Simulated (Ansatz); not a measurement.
`C[Se]P` + `C1N[SiH2]1` → `P[SiH]1CN1` + `C[SeH]`  (formal exchange of groups at a P–Se bond)

Isolated molecules relaxed with PBE0-D4/def2-TZVP in Ansatz; ΔE leaves out vibrations. CBS: MP2 limit from def2 TZ/QZ plus the TZ coupled-cluster correction, frozen cores. DFT in def2-TZVPP. B3LYP here is the variant with VWN-RPA as its local correlation; programs differ in this. HSE06 is defined as in plane-wave codes. For Se outer-core shells are correlated without core-valence functions, which leaves a few kJ/mol of doubt a bond. Scalar relativity is left out up to krypton. Each species was taken in one conformer, which may not be the lowest.

(1) Is it downhill or uphill in electronic energy at CCSD(T)/CBS, and by how much? (Estimate.)

(2) What do these levels give: PBE0-D4, B3LYP-D4, r2SCAN0-D4, HSE06-D4, CAM-B3LYP-D4, ωB97X-V, r2SCAN, B3LYP, CCSD(T)/def2-SVP, SCS-MP2/def2-TZVPP, CCSD(T)/def2-TZVPP, CCSD/CBS(def2)? (Best estimate.)

(3) What do rigid-rotor, harmonic-oscillator terms from PBE0-D4/def2-TZVP frequencies (298.15 K, 1 bar) make of the CCSD(T)/CBS value? (Estimate.)

Largest T1 diagnostic among the species: 0.014.

Answers

(1) The calculation gave: Downhill: ΔE = -0.03 eV.

(2) Computed: PBE0-D4 -0.07, B3LYP-D4 -0.01, r2SCAN0-D4 -0.06, HSE06-D4 -0.07, CAM-B3LYP-D4 -0.04, ωB97X-V -0.06, r2SCAN -0.06, B3LYP -0.01, CCSD(T)/def2-SVP -0.12, SCS-MP2/def2-TZVPP -0.01, CCSD(T)/def2-TZVPP -0.07, CCSD/CBS(def2) -0.03 eV.

(3) Ansatz gave: ΔZPE = -0.02 eV, ΔH = -0.05 eV, ΔS = -1 J/(mol·K), ΔG = -0.04 eV.

In def2-TZVPP, CCSD(T) changes the Hartree–Fock value by −0.09 eV (the triples alone add −0.01 eV) and MP2 by −0.05 eV. Leaving LDA and LC-ωPBE aside and taking each functional with its dispersion term where it has one, the values, not all of them listed here, spread over 0.11 eV, from B97M-V to BLYP-D4. LDA lies −0.04 eV from PBE without D4.
